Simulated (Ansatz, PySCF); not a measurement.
C2H9FSi3, SMILES C[Si]1(F)[SiH2]C[SiH2]1.

Geometry: ωB97X-D3(BJ)/def2-SVP. This is a generated structure with no PubChem entry under its InChIKey; it may be hypothetical.

Vertical ionisation energy (IE) and electron affinity (EA) in eV. Rows of orbital energies are one-electron estimates. Where ΔSCF, EOM or ADC give a negative EA the extra electron is unbound and the value depends on the basis.

| level | IE | EA |
|---|---|---|
| −ε(HOMO), −ε(LUMO), HF/def2-TZVP (PySCF) | 9.40 | -2.40 |
| −ε(HOMO), −ε(LUMO), PBE/def2-TZVP (PySCF) | 5.92 | 1.77 |
| ΔSCF, CAM-B3LYP/def2-SVPD (Ansatz), final states of multiplicity 2 and 2 | ___ | ___ |
| ΔSCF, PBE/def2-SVPD (Ansatz), final states of multiplicity 2 and 2 | 8.60 | -0.51 |

Question: What belongs in the gaps? (An estimate is asked for; the answer gives what the named calculation found.)

Answer: 
- ΔSCF, CAM-B3LYP/def2-SVPD (Ansatz, a first-principles code), final states of multiplicity 2 and 2, IE: 8.91
- ΔSCF, CAM-B3LYP/def2-SVPD (Ansatz), final states of multiplicity 2 and 2, EA: -0.80

Question: What vertical singlet–triplet gap does ΔSCF give with CAM-B3LYP/def2-SVPD (Ansatz) and with PBE/def2-SVPD (Ansatz)? (Estimate from the structure and the level; the computed values follow.)

Answer: 4.41 and 3.91 eV (triplet above singlet where positive).
